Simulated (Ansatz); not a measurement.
A nudged elastic band was laid between two geometries of BClFH5N2Si (11 atoms, charge 0, multiplicity 1).

Level of theory: RKS r2SCANh/def2-SVP in Ansatz.

```yaml
movable_images: 5
climbing_image: yes
spring: 5.0 eV/Å²
optimiser: quadratic models (default)
start_path: IDPP
force_threshold: 0.03 eV/Å
iteration_limit: 60
end_points: relaxed
```

Image 0:

```xyz
11
Properties=species:S:1:pos:R:3
N 0.232 -1.770 0.139
Si 0.259 -0.081 -0.159
N 0.816 0.678 1.269
Cl 1.489 0.082 -1.872
B -1.362 0.925 -0.826
F -1.624 2.133 -0.335
H 0.269 -2.438 -0.619
H -0.213 -2.146 0.967
H 0.660 1.670 1.405
H 1.650 0.359 1.748
H -2.109 0.530 -1.696
```

Image 6:

```xyz
11
Properties=species:S:1:pos:R:3
N -0.630 -1.528 0.308
Si 0.278 -0.119 -0.038
N 0.900 0.449 1.458
Cl 2.014 -0.382 -1.219
B -0.792 1.042 -1.301
F -0.764 2.364 -1.196
H -1.229 -1.939 -0.398
H -0.255 -2.234 0.932
H 0.273 0.637 2.232
H 1.708 1.058 1.472
H -1.439 0.594 -2.228
```

Q: What changes between the two ends?

A: No bond is made or broken. The dihedral H8–N1–Si2–Cl4 goes from 174 to 70°.

Q: Give the energies along the band, and the barrier.

A: The run converged. The highest image is number 3 of 0 to 6, 0.076 eV above the first end and 0.064 eV above the last; the last end lies 0.012 eV above the first. A vibrational analysis at the climbing image gives one clearly imaginary mode, 172i cm⁻¹: a first-order saddle point.

| image | path coordinate (Å) | energy (eV) | dihedral H8–N1–Si2–Cl4 (°) |
| --- | --- | --- | --- |
| 0 | 0.00 | 0.000 | 174 |
| 1 | 0.50 | 0.027 | 143 |
| 2 | 0.99 | 0.060 | 107 |
| 3 | 1.49 | 0.076 | 89 |
| 4 | 1.98 | 0.058 | 80 |
| 5 | 2.48 | 0.026 | 74 |
| 6 | 2.97 | 0.012 | 70 |

Q: What is the geometry of the highest image?

A: 
```xyz
11
Properties=species:S:1:pos:R:3
N -0.436 -1.658 0.221
Si 0.275 -0.123 -0.081
N 0.813 0.566 1.400
Cl 1.961 -0.294 -1.346
B -1.023 1.019 -1.128
F -1.323 2.238 -0.697
H -0.715 -2.258 -0.548
H -0.107 -2.202 1.011
H 0.370 1.416 1.730
H 1.801 0.568 1.621
H -1.551 0.671 -2.163
```

Q: What are the harmonic wavenumbers there?

A: 172i, 49, 105, 144, 215, 231, 254, 336, 357, 368, 437, 498, 631, 784, 804, 826, 879, 925, 1114, 1323, 1540, 1552, 2590, 3597, 3612, 3704, 3711 cm⁻¹.

The run took 3.1 min on 2 threads of Intel(R) Xeon(R) 6975P-C (Granite Rapids), with other jobs on the host, peak memory 0.33 GiB.
